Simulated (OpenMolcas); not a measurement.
## What dynamic correlation does to the levels of neutral nitrogen

* Program: OpenMolcas
* Basis: ANO-RCC-VTZP [4s3p2d1f]
* Scalar Hamiltonian: DKH2, point nucleus
* Active space: 5 electrons in 8 orbitals (2s 2p 3s 3p)
* State averaging: 2S+1 = 4 odd, 1 root; 2S+1 = 2 odd, 8 roots; 2S+1 = 4 even, 3 roots; 2S+1 = 2 even, 5 roots (0 in the spin-orbit step)
* Spin-orbit coupling: RASSI with atomic mean-field integrals over the reference wave functions, term energies averaged over their components

Methods on the same reference wave functions:
A. CASSCF
B. SS-CASPT2, IPEA 0.25 Eh, imaginary shift 0.1 Eh (closed shells correlated: 1s)
C. XMS-CASPT2, IPEA 0.25 Eh, imaginary shift 0.1 Eh (closed shells correlated: 1s)

Energies in cm⁻¹ above 2s² 2p³ ⁴S°_3/2, the measured ground level; measured values from NIST Handbook of Basic Atomic Spectroscopic Data.

```
          Level      A      B      C  Measured
2s² 2p³ ⁴S°_3/2    0.0    0.0    0.0       0.0
2s² 2p³ ²D°_3/2  22246  20130  20080     19233
2s² 2p³ ²D°_5/2  22251  20130  20080     19224
2s² 2p³ ²P°_1/2  28575  29480  29490     28839
2s² 2p³ ²P°_3/2  28578  29490  29490     28839
  2s 2p⁴ ⁴P_5/2  88588  88050  87050     88107
  2s 2p⁴ ⁴P_3/2  88639  88100  87100     88151
  2s 2p⁴ ⁴P_1/2  88669  88130  87140     88171
```

Deviations, from unrounded energies. A percentage is the sum of absolute deviations over the sum of measured energies, with the sign that they share, or ± where signs differ.

| Against measurement | Levels | A | B | C |
| --- | --- | --- | --- | --- |
| mean absolute deviation (cm-1) | 7 | 1100 | 460 | 880 |
| other terms of the ground configuration (%) | 4 | ±6.8 | +3.2 | +3.1 |
| other configurations (%) | 3 | +0.6 | -0.1 | -1.2 |

B lies closest to measurement on these levels and A furthest from it. The largest miss of B in the table is 2s² 2p³ ²D°_5/2, by +910 cm-1. The ranking rests on the paired levels alone, and a cruder setting can come out closer through cancelling errors.

Between B and C the level of the table that moves most is 2s 2p⁴ ⁴P_5/2, by 990 cm-1 (lowest in C, highest in B). Moves below CASPT2's spread within the term are not significant.

From A to B the spin-free energies of the other terms of 2s² 2p³ shown, above ⁴S°, scale by factors of 0.90 to 1.03.

The lowest spin-free term lies below A's lowest term by 0.078 hartree in B, 0.078 hartree in C.

CASPT2 does not keep the components of a term degenerate, so their means are used; among the terms shown or strongly mixed into the levels shown the widest spread is 230 cm-1 (2s² 2p³ ²D°, C). Active for correlation alone: 3p 3s; no level in the range computed is led by a configuration that fills them, so any true level of that kind is missing. Without dynamic correlation excited terms often stand tens of per cent too high (terms of higher spin than the ground term too low), and those without a measured partner can miss by more than the paired ones (holds for A). Computed and measured levels are paired by configuration, term and J; levels that our copy of the source lacks, or whose pairing is in doubt (as where it misses far off the trend of its configuration), stay unpaired and out of the deviations. Only configurations of the active space appear.

° marks odd parity.
